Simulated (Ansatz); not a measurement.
Species: sum formula SiN2H7 (charge +1, singlet). It need not be the lowest isomer of its formula. 
Structure (B3LYP-D3(BJ)/def2-TZVP (Ansatz, a first-principles code) minimum search):
SMILES: N[SiH2][NH3+]
```xyz
10

Si    -0.1407    -0.5609    -0.0556
N      1.3725     0.5602    -0.4818
N     -1.3102     0.4013     0.6550
H      0.5102    -1.5026     0.8596
H     -0.4763    -1.0311    -1.4024
H      1.7572     1.0049     0.3543
H      1.1129     1.3128    -1.1229
H     -1.4232     0.4935     1.6535
H     -2.0807     0.8078     0.1458
H      2.1334     0.0372    -0.9227
```
Charge +1, spin multiplicity 1.

Basis-set convergence of Hartree-Fock and CCSD correlation energies (hartree) with Ansatz. Valence correlation only, unless marked. Spin-orbit coupling is left out. No relativistic terms.

```csv
basis,functions,E(HF),"E(corr, CCSD)"
cc-pV(D+d)Z,86,-401.75654,-0.49001
cc-pV(T+d)Z,197,-401.81335,-0.59256
cc-pV(Q+d)Z,384,-401.82537,-0.62513
cc-pV(5+d)Z,667,-401.82807,-0.63551
```

Extrapolating the two largest sets (X = 4 and 5) as X^-3: E(corr) = (125·(-0.63551) - 64·(-0.62513))/61 = -0.6464 Eh, an estimate of the basis-set limit. The largest set recovers 98.3 % of it, the smallest 75.8 %.
